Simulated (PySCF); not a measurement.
C3H6FNSi, SMILES N1(C(F)=CC1)[SiH3].

Geometry optimised at B3LYP-D3(BJ)/def2-SVP. The structure was generated by enumeration, and PubChem lists no compound with its InChIKey, so it may never have been made.

Calculation: TDA-LC-ωPBE/def2-SVPD run with PySCF 2.14.0.

Vertical excitations. The molecule is in vacuum.

| state | energy (eV) | λ (nm) | f | main pairs |
|---|---|---|---|---|
| S1 | 6.33 | 196 | 0.005 | HOMO→LUMO 55 %, HOMO→LUMO+1 28 % |
| S2 | 6.73 | 184 | 0.290 | HOMO→LUMO+2 30 %, HOMO→LUMO+4 28 %, HOMO→LUMO+3 12 %, HOMO→LUMO+1 11 % |
| S3 | 6.80 | 182 | 0.115 | HOMO→LUMO+2 44 %, HOMO→LUMO+4 15 %, HOMO→LUMO 7 %, HOMO→LUMO+3 7 % |
| S4 | 7.05 | 176 | 0.032 | HOMO→LUMO+4 37 %, HOMO→LUMO+3 32 %, HOMO→LUMO+1 11 % |
| S5 | 7.56 | 164 | 0.002 | HOMO→LUMO+3 35 %, HOMO→LUMO+1 17 %, HOMO→LUMO+7 11 %, HOMO→LUMO 11 % |
| S6 | 7.81 | 159 | 0.001 | HOMO→LUMO+5 57 %, HOMO→LUMO 12 % |
| S7 | 8.06 | 154 | 0.026 | HOMO→LUMO+6 69 % |
| S8 | 8.21 | 151 | 0.005 | HOMO→LUMO+7 30 %, HOMO→LUMO+9 20 %, HOMO→LUMO+5 10 %, HOMO→LUMO+15 7 % |
| S9 | 8.43 | 147 | 0.014 | HOMO→LUMO+8 18 %, HOMO→LUMO+7 17 %, HOMO−1→LUMO 15 %, HOMO→LUMO+9 11 % |
| S10 | 8.61 | 144 | 0.032 | HOMO→LUMO+8 52 % |
| T1 | 4.08 | 304 | 0 | HOMO→LUMO+4 48 %, HOMO→LUMO+6 19 %, HOMO→LUMO+3 14 % |
| T2 | 6.10 | 203 | 0 | HOMO→LUMO 43 %, HOMO→LUMO+1 36 % |
| T3 | 6.61 | 188 | 0 | HOMO→LUMO+2 52 %, HOMO→LUMO 10 % |
| T4 | 6.72 | 185 | 0 | HOMO→LUMO+3 28 %, HOMO→LUMO+4 18 %, HOMO→LUMO+2 13 %, HOMO→LUMO+1 11 % |
Triplets are in the Tamm–Dancoff approximation.
